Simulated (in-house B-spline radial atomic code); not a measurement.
# RPA and G0W0 on B3LYP (VWN-RPA): the aluminium ion Al²⁺

Configuration [Ne] 3s1, highest spin, mean-field start B3LYP (VWN-RPA). Computed with a B-spline radial code for spherical atoms: all electrons, scalar-relativistic (spin-free one-electron X2C), finite nucleus, each spin shell either full or empty, empty states to l = 9 with an (l + 1/2)⁻⁴ tail; G0W0 by contour deformation at full frequency.

RPA overbinds a lone outer s electron by self-correlation, and G0W0 tends to as well.

Command:
```bash
python run_gw.py task.json out
```
Settings (radii: box in bohr, nucleus in fm):
```
Z                        13
electrons                11
configuration            [Ne] 3s1
hamiltonian              x2c
method                   b3lyp
lmax                     9
rms_radius               3.061
spin_polarised           True
box_radius               17.55
intervals                71
ion_configuration        [He] 2s2 2p6
```

Cost of the run: 4.2 s on 1 thread of Arm Neoverse N1, on a shared host.

Energies (hartree):

| term | value |
| --- | --- |
| mean-field total | -241.92039 |
| Hartree-Fock functional on these orbitals | -241.45992 |
| direct second order | -0.71598 |
| second-order exchange | 0.26624 |
| SOSEX correction | 0.24258 |

**Question.** What is the RPA correlation energy, and what remains with SOSEX?

**Answer.** RPA gives -0.63419 hartree (-1.57 eV per electron); RPA + SOSEX gives -0.39161, and the second-order doubles -0.44974 hartree (no singles). RPA lacks exchange-type terms and so overcorrelates at short range.

Quasi-particle levels (eV):

```tsv
level	occupied	mean field	Σx - vxc	Σc	QP weight	G0W0
3s up	yes	-25.422	-2.72	?	?	?
3s down	no	-22.195	5.18	-1.89	0.921	-18.902
```

G0W0 = mean field + (Σx - vxc) + Σc, with Σc (partial-wave tail included) taken at the quasi-particle energy. Only the outer levels were computed. Levels of low weight are left out.

**Question.** Where does G0W0 put 3s up?

**Answer.** At -29.189 eV, with Σc = -1.04 eV and a quasi-particle weight of 0.957. The tabulated removal energy is 28.448 eV (NIST, measured); the calculation leaves out spin-orbit coupling, Breit and QED terms, and what these don't explain is the method's own error.

**Question.** What does it cost to remove one electron (to [He] 2s2 2p6) by differences of total energies, each species on its own start (correlation terms add to the Hartree-Fock functional)?

**Answer.** B3LYP (VWN-RPA) 29.072 eV, Hartree-Fock functional 28.057 eV, + RPA 29.023 eV, + RPA + SOSEX 28.396 eV, + second order 28.507 eV. Tabulated: 28.448 eV (NIST, measured); the calculation leaves out spin-orbit coupling, Breit and QED terms, and what these don't explain is the method's own error.
